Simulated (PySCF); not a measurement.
Molecule: SMILES CCC(C)(F)CC, C6H13F.

Geometry:
```tsv
atom	x (Å)	y (Å)	z (Å)
C1	2.028	1.132	0.406
C2	1.337	-0.205	0.196
C3	0.223	-0.189	-0.849
C4	-0.334	-1.583	-1.073
F5	0.807	0.206	-2.058
C6	-0.872	0.839	-0.569
C7	-1.615	0.669	0.745
H8	2.382	1.535	-0.554
H9	1.359	1.878	0.860
H10	2.897	1.024	1.071
H11	0.925	-0.584	1.145
H12	2.075	-0.955	-0.136
H13	-0.787	-1.986	-0.156
H14	0.472	-2.263	-1.385
H15	-1.098	-1.567	-1.864
H16	-0.409	1.838	-0.616
H17	-1.578	0.797	-1.415
H18	-2.110	-0.311	0.817
H19	-2.397	1.436	0.849
H20	-0.945	0.768	1.613
```

Geometry PBE0-D3(BJ)/def2-SVP throughout; GIAO in PySCF 2.14, gas phase, one conformer, non-relativistic; equivalent atoms averaged; functional PBE0.

Problem. How do the absolute shieldings σ depend on the basis set? (ppm; last column core-seconds on shared hosts with different chips, so compare them loosely)

Solution. 
```
    basis set  functions     C3  C2/C6     C4  C1/C7     F5  H12/H16  H13/H14/H15  H11/H17  H8/H9/H10/H18/H19/H20  core-s
       STO-3G         48  167.5  207.5  211.8  217.3  417.3    31.62        31.76    31.81                  31.97       5
     pcSseg-0         89   96.1  160.6  162.1  182.5  369.7    31.17        31.35    31.45                  31.86     9.3
        6-31G         89  108.3  168.5  171.6  189.0  363.4    30.74        31.24    31.03                  31.57      11
       6-31G*        124  105.2  163.9  167.3  184.0  368.9    30.19        30.76    30.45                  31.05      16
      cc-pVDZ        163  102.8  164.2  169.3  186.3  363.3    29.69        30.16    29.94                  30.47      22
     def2-SVP        163  102.6  163.4  167.1  184.6  370.1    29.80        30.22    30.06                  30.57      20
     pcSseg-1        184   89.8  152.7  157.0  174.6  350.2    29.67        30.04    29.97                  30.40      40
6-311+G(2d,p)        267   91.7  155.1  160.3  177.5  343.8    29.85        30.36    30.10                  30.70      50
  aug-cc-pVDZ        278  101.9  163.6  169.6  185.9  353.1    29.69        30.17    29.92                  30.51      51
    def2-TZVP        295   89.8  154.5  159.7  177.0  343.9    29.81        30.32    30.05                  30.66      57
```

Problem. Which nucleus moves most, in ppm?

Solution. C3 (fully substituted sp3 carbon bonded to F): from 89.8 ppm with def2-TZVP to 167.5 ppm with STO-3G. The smallest spread is 1.57 ppm, at H8/H9/H10/H18/H19/H20. Proton shifts span only some 12 ppm, so a few tenths of a ppm matter as much there as several ppm in carbon.

Problem. Taking the largest basis, def2-TZVP (295 functions), as the yardstick, rank the others by their worst heavy-atom deviation.

Solution. 6-311+G(2d,p) 1.9 ppm (267 functions), pcSseg-1 6.3 ppm (184 functions), aug-cc-pVDZ 12.1 ppm (278 functions), cc-pVDZ 19.4 ppm (163 functions), 6-31G 19.5 ppm (89 functions), 6-31G* 25.0 ppm (124 functions), pcSseg-0 25.8 ppm (89 functions), def2-SVP 26.2 ppm (163 functions), STO-3G 77.6 ppm (48 functions).

A small basis that lands close on one nucleus may do so by chance; judge by the trend and by all nuclei.
